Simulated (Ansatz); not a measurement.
Li₇H₆, relaxed as a doublet with UKS PBE-D4/def2-TZVP in Ansatz, starting from the GFN2-xTB geometry. Force threshold 0.02 eV/Å.

The structure comes from a short search, and lower isomers may exist.

Start:

```xyz
13

Li    0.902    1.201   -0.279
Li   -1.329    0.588   -1.346
Li    0.022    1.183    2.442
Li    0.671   -0.901   -1.890
Li   -0.701   -1.129    0.385
Li    1.782   -1.086    0.404
Li   -2.086    0.836    1.683
H     0.022    0.407   -2.127
H    -1.807   -0.475   -0.394
H     0.777   -1.870   -0.786
H     2.037    0.329    0.023
H    -0.018   -0.803    1.595
H    -0.272    1.720    0.290
```

Task: Estimate the energy that the relaxation releases and the steps that it takes.

Result: 287.9 kJ/mol, in 10 steps; 28 s on 2 threads of Arm Neoverse V2 on a shared host. No frequencies were taken in this run, so the end may be a saddle point.

Task: Does the start keep its bonding and symmetry?

Result: Bonds lost: Li1–Li5 (atoms count from 1). Bonds formed: Li1–H8, Li3–H11, Li3–H12, Li3–H13, Li5–H10, Li6–H12, Li7–H9, Li7–H12 (atoms count from 1). Metal–metal contacts that move far: Li3–Li6 3.52 to 2.44 Å, Li1–Li6 2.54 to 3.50 Å, Li2–Li7 3.13 to 2.51 Å. The end is the same structure that another start reached, the lowest one found.

Task: Predict the relaxed structure.

Result: 
```xyz
13

Li    0.894    1.760   -0.765
Li   -1.374    0.767   -1.150
Li    0.780    0.996    1.549
Li    1.087   -0.632   -1.495
Li   -0.938   -1.700    0.213
Li    1.431   -1.266    0.905
Li   -1.587    0.450    1.326
H     0.153    0.779   -2.084
H    -2.179   -0.454   -0.117
H     0.657   -2.066   -0.513
H     1.761    0.352    0.070
H    -0.137   -0.649    1.671
H    -0.549    1.664    0.390
```
Bond lengths (bridged metal pairs left out): 18 × H–Li 1.79 to 1.89 Å.
